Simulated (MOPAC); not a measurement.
Job for MOPAC: PM7 on CH6AlN (SMILES C[NH][AlH2]), a point of a bond scan (R = 1.735 Å).

```
PM7 1SCF PRECISE CHARGE=0 THREADS=1
CH6AlN

Al    -0.09554821 1     0.21230625 1     1.21055513 1
H     -1.39820516 1     0.78533631 1     2.20372063 1
H      1.33950148 1    -0.17605091 1     1.73948491 1
N     -0.40101281 1     0.05181869 1    -0.52668088 1
C      0.50358135 1    -0.39974265 1    -1.57473334 1
H     -1.31058521 1     0.29300099 1    -0.89512944 1
H      0.67412933 1     0.37093819 1    -2.33410790 1
H      0.13147088 1    -1.29475018 1    -2.08481235 1
H      1.47299368 1    -0.65063692 1    -1.14091851 1
```

The log:

```
*******************************************************************************
 **                                                                           **
 **                              MOPAC v23.2.5                                **
 **                                                                           **
 *******************************************************************************
 ** MOPAC's Digital Object Identifier: https://doi.org/10.5281/zenodo.6511958 **
 **                                                                           **
 ** Please cite the open-source release paper for use of this MOPAC version:  **
 ** J. E. Moussa and J. J. P. Stewart (2026)                                  **
 ** MOPAC: An open-source semiempirical molecular orbital program             **
 ** J. Open Source Softw., 11(119), 8025, https://doi.org/10.21105/joss.08025 **
 *******************************************************************************

                              PM7 CALCULATION RESULTS

 *******************************************************************************
 *  PM7        - The PM7 Hamiltonian to be used
 *
 *
 *
 *                 CHARGE ON SYSTEM = 0
 *
 *
 *
 *  PRECISE    - TIGHTER CRITERIA TO BE USED
 *  1SCF       - DO 1 SCF AND THEN STOP
 *  THREADS=1  - MULTI-THREADING NOT USED
 *  T=         - A TIME OF 172800.0 SECONDS REQUESTED
 *  DUMP=N     - RESTART FILE WRITTEN EVERY 7200.0 SECONDS REQUESTED
 *******************************************************************************
PM7 1SCF PRECISE CHARGE=0 THREADS=1
 CH6AlN

   ATOM   CHEMICAL          X               Y               Z
  NUMBER   SYMBOL      (ANGSTROMS)     (ANGSTROMS)     (ANGSTROMS)

     1      Al         -0.09554821  *   0.21230625  *   1.21055513  *
     2       H         -1.39820516  *   0.78533631  *   2.20372063  *
     3       H          1.33950148  *  -0.17605091  *   1.73948491  *
     4       N         -0.40101281  *   0.05181869  *  -0.52668088  *
     5       C          0.50358135  *  -0.39974265  *  -1.57473334  *
     6       H         -1.31058521  *   0.29300099  *  -0.89512944  *
     7       H          0.67412933  *   0.37093819  *  -2.33410790  *
     8       H          0.13147088  *  -1.29475018  *  -2.08481235  *
     9       H          1.47299368  *  -0.65063692  *  -1.14091851  *



          CARTESIAN COORDINATES

    NO.       ATOM           X           Y           Z

     1        Al         -0.0955      0.2123      1.2106
     2         H         -1.3982      0.7853      2.2037
     3         H          1.3395     -0.1761      1.7395
     4         N         -0.4010      0.0518     -0.5267
     5         C          0.5036     -0.3997     -1.5747
     6         H         -1.3106      0.2930     -0.8951
     7         H          0.6741      0.3709     -2.3341
     8         H          0.1315     -1.2948     -2.0848
     9         H          1.4730     -0.6506     -1.1409

 General Reference for PM7:
 "Optimization of Parameters for Semiempirical Methods VI: More Modifications to the
 NDDO Approximations and Re-optimization of Parameters", J. J. P. Stewart, J. Mol. Mod., 1:32, 19 (2013)
 https://link.springer.com/article/10.1007/s00894-012-1667-x

           Empirical Formula: C H6 N Al  =     9 atoms



      MOLECULAR POINT GROUP   :   Cs


      RHF CALCULATION, NO. OF DOUBLY OCCUPIED LEVELS = 9


 -------------------------------------------------------------------------------
 PM7 1SCF PRECISE CHARGE=0 THREADS=1
 CH6AlN



     1SCF WAS SPECIFIED, SO BFGS WAS NOT USED
     SCF FIELD WAS ACHIEVED


                              PM7 CALCULATION
                                                       MOPAC v23.2.5 Linux




          FINAL HEAT OF FORMATION =         17.97956 KCAL/MOL =      75.22648 KJ/MOL


          COSMO AREA              =        109.89 SQUARE ANGSTROMS
          COSMO VOLUME            =         96.02 CUBIC ANGSTROMS

          IONIZATION POTENTIAL    =         10.787727 EV
          HOMO LUMO ENERGIES (EV) =        -10.788 -0.565
          NO. OF FILLED LEVELS    =          9
          MOLECULAR WEIGHT        =         59.0466         POINT GROUP:  Cs

          MOLECULAR DIMENSIONS (Angstroms)

            Atom       Atom       Distance
            H     7    H     2     5.00581
            H     6    H     3     3.55186
            H     8    H     2     1.73815


          SCF CALCULATIONS        =          1





   ATOM   CHEMICAL          X               Y               Z
  NUMBER   SYMBOL      (ANGSTROMS)     (ANGSTROMS)     (ANGSTROMS)

     1      Al         -0.09554821  *   0.21230625  *   1.21055513  *
     2       H         -1.39820516  *   0.78533631  *   2.20372063  *
     3       H          1.33950148  *  -0.17605091  *   1.73948491  *
     4       N         -0.40101281  *   0.05181869  *  -0.52668088  *
     5       C          0.50358135  *  -0.39974265  *  -1.57473334  *
     6       H         -1.31058521  *   0.29300099  *  -0.89512944  *
     7       H          0.67412933  *   0.37093819  *  -2.33410790  *
     8       H          0.13147088  *  -1.29475018  *  -2.08481235  *
     9       H          1.47299368  *  -0.65063692  *  -1.14091851  *

                             CARTESIAN COORDINATES

   1   Al       -0.095548210     0.212306250     1.210555130
   2    H       -1.398205160     0.785336310     2.203720630
   3    H        1.339501480    -0.176050910     1.739484910
   4    N       -0.401012810     0.051818690    -0.526680880
   5    C        0.503581350    -0.399742650    -1.574733340
   6    H       -1.310585210     0.293000990    -0.895129440
   7    H        0.674129330     0.370938190    -2.334107900
   8    H        0.131470880    -1.294750180    -2.084812350
   9    H        1.472993680    -0.650636920    -1.140918510


           Empirical Formula: C H6 N Al  =     9 atoms



      MOLECULAR POINT GROUP   :   Cs


                  EIGENVALUES
 -36.70991 -24.58598 -17.76372 -15.64916 -15.56944 -13.28900 -12.84131 -11.14725
 -10.78773  -0.56491   1.70431   2.33770   3.31248   4.32865   4.95134   5.00761
   5.80017   6.42229  18.51864  19.20086  19.58294  21.94159  22.64769


              NET ATOMIC CHARGES AND DIPOLE CONTRIBUTIONS

  ATOM NO.   TYPE          CHARGE      No. of ELECS.   s-Pop       p-Pop       d-Pop
    1         Al           0.073820        2.9262     0.46447     1.85570     0.60601
    2          H          -0.060802        1.0608     1.06080
    3          H          -0.082392        1.0824     1.08239
    4          N          -0.434346        5.4343     1.51230     3.92205
    5          C          -0.224732        4.2247     1.04224     3.18249
    6          H           0.286178        0.7138     0.71382
    7          H           0.138300        0.8617     0.86170
    8          H           0.138300        0.8617     0.86170
    9          H           0.165673        0.8343     0.83433
 DIPOLE           X         Y         Z       TOTAL
 POINT-CHG.     0.043    -0.490    -3.178     3.216
 HYBRID        -0.455     0.018    -0.872     0.984
 SUM           -0.412    -0.472    -4.050     4.098


          ATOMIC ORBITAL ELECTRON POPULATIONS

     Atom    s        px        py        pz      x^2-y^2     xz        z^2       yz        xy
    1 Al   0.46447   0.80683   0.42536   0.62351   0.11046   0.18222   0.13924   0.11258   0.06151
    2  H   1.06080
    3  H   1.08239
    4  N   1.51230   1.17892   1.47794   1.26518
    5  C   1.04224   1.06937   1.12433   0.98879
    6  H   0.71382
    7  H   0.86170
    8  H   0.86170
    9  H   0.83433

 **********************
 *                    *
 * JOB ENDED NORMALLY *
 *                    *
 **********************




 == MOPAC DONE ==
```

The run finished.

Cost: about 0.020 core-seconds (a rough figure).
